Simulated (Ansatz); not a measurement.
Al2ClFH4Si (`F[SiH]([AlH2])[AlH][Cl]`). Charge 0, multiplicity 1.

```xyz
9

F    -0.515    2.001    1.767
Si   -0.793    0.823    0.700
Al    0.479    0.628   -1.426
Al    0.137   -1.366    1.219
Cl    0.508   -1.827   -0.919
H    -2.275    0.656    0.609
H    -0.281    0.633   -2.818
H     2.028    0.954   -1.291
H     0.712   -2.502    2.159
```

(1) What are the harmonic wavenumbers in cm⁻¹ at PBE0-D4/def2-TZVP (Ansatz, finite differences of forces, unscaled)? (An estimate is asked.)

(2) Is this a minimum?

(3) Give the ideal-gas thermochemistry at 298.15 K and 1 bar (rigid rotor, harmonic oscillator; point group C1, symmetry number 1).

(4) And at 400, 500, 600, 800 and 1000 K?

Results:

(1) Computed: 40, 133, 162, 188, 193, 326, 358, 387, 396, 422, 435, 539, 607, 636, 736, 787, 865, 1904, 1921, 1936, 2173.

(2) Yes, all 21 modes are real.

(3) Zero-point energy 90.6 kJ/mol; H(298) − E = 116.2 kJ/mol; entropy 388.9 J/(mol·K), of which translation 170.5, rotation 120.9, vibration 97.5; G(298) − E = 0.3 kJ/mol. Modes under 100 cm⁻¹ are hindered rotations or soft bends, so the harmonic entropy is rough.

(4) 
```tsv
T (K)	H − E (kJ/mol)	S (J/mol/K)	G − E (kJ/mol)
400	130.5	430.1	-41.5
500	145.9	464.4	-86.3
600	162.2	494.1	-134.2
800	196.9	544.0	-238.2
1000	233.5	584.8	-351.2
```
